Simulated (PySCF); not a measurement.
## Static response to an electric field

C2H8FPSi2.
Geometry (GFN2-xTB, Å), atoms numbered from 1 in this order:
```xyz
14
C2H8FPSi2 angstrom
C     -2.9723    0.3521   -1.0292
C     -2.0917    0.7321   -0.1169
Si    -0.2393    0.8973   -0.4076
P      0.7369    0.1454    1.4628
Si     2.8351   -0.0547    0.7590
F      3.6654   -0.7660    1.9386
H     -2.6739    0.1092   -2.0359
H     -4.0277    0.2663   -0.8197
H     -2.4476    0.9617    0.8815
H      0.1567    2.3050   -0.5315
H      0.1514    0.1850   -1.6322
H      0.3991   -1.1834    1.2842
H      3.0642   -0.9284   -0.3849
H      3.4433    1.2580    0.6098
```

Level: B3LYP/def2-SVPD (PySCF), static field, nuclei fixed, core orbitals frozen in the response. The polarisability tensor in these axes (au):

```
x   136.87  -2.46  14.67
y    -2.46  84.51  -1.48
z    14.67  -1.48 100.99
```

Problem. What are the eigenvalues, a third of the trace, and Δα (Δα² = ½Σ(αi − αj)² over the three pairs)?

Solution. Principal values 84.34, 95.78 and 142.24 au; mean 107.46 au = 15.92 Å³ = 17.72 × 10⁻⁴⁰ C²·m²/J; Δα = 53.11 au (49 % of the mean).

Problem. What is the dipole moment, and where does it point?

Solution. (-1.97, 0.32, -1.75) D, 2.65 D in size, pointing from the negative to the positive side. Measured along this direction, the outermost atoms are F6 at the negative end and H8 at the positive end.

Problem. What are the principal values of the traceless quadrupole moment, Θ = ½Σq(3rr − r²1), about the centre of nuclear charge?

Solution. -7.03, 1.11, 5.91 D·Å. The values depend on the origin, since the dipole doesn't vanish. The electronic extent ⟨r²⟩ about the same centre is 1724 bohr², a root-mean-square distance of 2.59 Å for the 72 electrons.

Problem. Find the Langevin capture rate constant for H3O+ (19.018 u) meeting this molecule (137.989 u), k = 2.342 × 10⁻⁹ cm³/s × √(α in Å³ / reduced mass in u).

Solution. The reduced mass is 16.71 u, so k = 2.29 × 10⁻⁹ cm³/s. The formula leaves out the permanent dipole, which adds to the capture rate.

Problem. Give the principal axes and the span of the nuclei along them.

Solution. Largest value along (0.94, -0.05, 0.34), where the nuclei span 8.21 Å; middle along (-0.34, -0.05, 0.94), 3.20 Å; least along (0.03, 1.00, 0.06), 3.36 Å. The strongest response lies along the longest span, while the other two are in reverse order.

The structure is a single GFN2-xTB conformer in the gas phase; no vibrational or solvent corrections.
